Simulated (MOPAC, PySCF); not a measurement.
CH2Br2, SMILES `BrCBr`, neutral singlet in the gas phase. 

Cartesian coordinates (Å):
```xyz
5

Br    -1.6166     0.8984    -0.0417
C     -0.0026    -0.1835     0.0040
Br     1.6416     0.8529     0.0039
H     -0.0235    -0.7643     0.9158
H      0.0011    -0.8034    -0.8820
```
Charge 0, multiplicity 1.

All levels are single points at this geometry (B3LYP-D3(BJ)/def2-TZVP); Pople sets use spherical d functions. Orbital energies aren't observables, and empty levels follow the basis.

```tsv
level	HOMO (eV)	LUMO (eV)	gap (eV)	dipole (D)	vertical IE, Delta-SCF (eV)
M06-2X/def2-TZVP in PySCF	-9.39	-0.19	9.20	1.56	–
B3LYP/3-21G in PySCF	-7.40	-0.81	6.58	1.52	–
B3LYP/6-31G* in PySCF	-7.85	-1.30	6.55	1.66	10.38
B3LYP/LANL2DZ in PySCF	-7.82	-1.15	6.66	1.79	–
PBE/6-31G* in PySCF	-6.85	-2.04	4.81	1.62	–
SVWN5/6-31G* in PySCF	-6.98	-2.21	4.77	1.68	–
HF/STO-3G in PySCF	-8.52	8.07	16.59	1.59	–
AM1 in MOPAC	-11.01	-0.23	10.78	1.34	–
PM6 in MOPAC	-10.71	-0.87	9.84	1.35	–
```
